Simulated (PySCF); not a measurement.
C2H8FNSi2. Atoms are numbered in the order given.

```xyz
14

C      2.0754    -0.1066     1.2152
C      1.8335     0.3154    -0.0340
Si     0.1777     0.9558    -0.5878
F      0.0158     0.5088    -2.1526
N     -1.0847     0.3101     0.3961
Si    -1.3804    -1.3552     0.8563
H      1.2940    -0.1083     1.9837
H      3.0602    -0.4697     1.5301
H      2.6580     0.2971    -0.7592
H      0.0563     2.4361    -0.5713
H     -1.8328     0.9646     0.6161
H     -1.1341    -1.5916     2.3113
H     -0.4662    -2.2240     0.0694
H     -2.8006    -1.7158     0.5746
```
Charge 0, spin multiplicity 1.

Geometry optimised at B3LYP-D3(BJ)/def2-SVP. The structure was generated by enumeration; whether it is a known compound was not checked. One conformer was computed; it need not be the lowest.

The numbers are results of TDDFT-B3LYP/def2-SVPD (PySCF), not measurements.

Vertical excitations. Gas-phase values at a fixed geometry.

Computed UV-visible absorptions:
```csv
state,energy (eV),λ (nm),f,main pairs
S1,5.66,219,0.002,HOMO→LUMO 99 %
S2,6.46,192,0.023,HOMO−2→LUMO 82 %
S3,6.58,188,0.003,HOMO→LUMO+1 91 %
S4,6.84,181,0.180,HOMO−1→LUMO 73 %
S5,7.30,170,0.048,HOMO−1→LUMO+1 76 %
S6,7.30,170,0.020,HOMO→LUMO+2 95 %
S7,7.49,166,0.003,HOMO−3→LUMO 96 %
S8,7.59,163,0.024,"HOMO→LUMO+3 56 %, HOMO→LUMO+4 25 %, HOMO→LUMO+5 13 %"
S9,7.69,161,0.076,"HOMO→LUMO+4 50 %, HOMO→LUMO+3 26 %, HOMO→LUMO+6 11 %"
S10,7.82,159,0.015,"HOMO−1→LUMO+2 65 %, HOMO−1→LUMO+3 17 %"
T1,4.20,295,0,HOMO−1→LUMO 92 %
T2,5.51,225,0,HOMO→LUMO 89 %
T3,5.98,207,0,HOMO−2→LUMO 82 %
T4,6.32,196,0,HOMO→LUMO+1 87 %
```
Triplets are in the Tamm–Dancoff approximation, which puts them higher than full response would, so one can lie above its singlet here.
